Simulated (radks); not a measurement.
Valence configurations of Zn II (all share [Ar]). All-electron calculation, Dirac Kohn-Sham, PBE, spin-unpolarised, spherical densities, point nucleus; open shells fill j = l - 1/2 first. Program: a radial shooting solver on a logarithmic mesh with Libxc functionals. Energies are relative to 3d10 4s1; eigenvalues in eV.

valence           E (eV)  e(3d3/2)  e(3d5/2)  e(4p1/2)  e(4p3/2)  e(4s1/2)
3d10 4s1           0.000   -19.975   -19.616         -         -   -13.997
3d10 4s0.5 4p0.5   3.092   -20.856   -20.496    -8.315         -   -14.550
3d9.5 4s1.5        3.349   -23.124   -22.751         -         -   -14.933
3d10 4p1           6.234   -21.705   -21.345    -8.742         -         -
3d9.5 4s1 4p0.5    6.607   -23.991   -23.618    -8.898         -   -15.463
3d9 4s2            7.858   -26.531   -26.144         -         -   -15.890
3d9 4s1 4p1       14.759   -28.202   -27.814    -9.889         -   -16.881
3d8 4s1 4p2       36.135   -37.145   -36.726   -11.768         -   -19.584
3d7.5 4s1.5 4p2   45.466   -41.140   -40.706   -12.348         -   -20.493
3d7 4s1 4p3       65.174   -46.800   -46.350   -13.590   -13.330   -22.197

NIST lists [Ar] 3d10 4s1 as the ground configuration; this level of theory agrees among the configurations tried. The energies are those of spherical spin-averaged densities, not of single terms.
